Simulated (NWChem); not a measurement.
BBr3; SMILES BrB(Br)Br

Results from NWChem. Medium grid unless said otherwise, to which SCAN and Minnesota functionals are sensitive. Geometry: optimised at PBE0/def2-SVP. Total energies of different functionals are on different scales.

| level | energy (Ha) | highest occupied level (eV) | orbital gap (eV) |
|---|---|---|---|
| LDA (Slater exchange, VWN5)/def2-TZVPD | -7736.5339 | -7.20 | 3.98 |
| PBE/def2-TZVPD | -7746.2336 | -7.04 | 4.06 |
| BLYP/def2-TZVPD | -7747.4920 | -6.85 | 4.06 |
| TPSS/def2-TZVPD | -7747.1580 | -7.16 | ___ |
| r2SCAN/def2-TZVPD | -7747.3721 | -7.36 | 4.61 |
| B3LYP/def2-TZVPD | -7747.5123 | -8.05 | 5.74 |
| PBE0/def2-TZVPD | -7746.5047 | -8.33 | 6.16 |
| M06-2X/def2-TZVPD | -7747.5351 | -9.54 | 8.13 |
| CAM-B3LYP/def2-TZVPD | -7747.7852 | -9.63 | 8.58 |
| Hartree-Fock/def2-TZVPD | -7742.0447 | -11.24 | 12.19 |

Complete the blanks.


- TPSS/def2-TZVPD, orbital gap (eV): 4.27
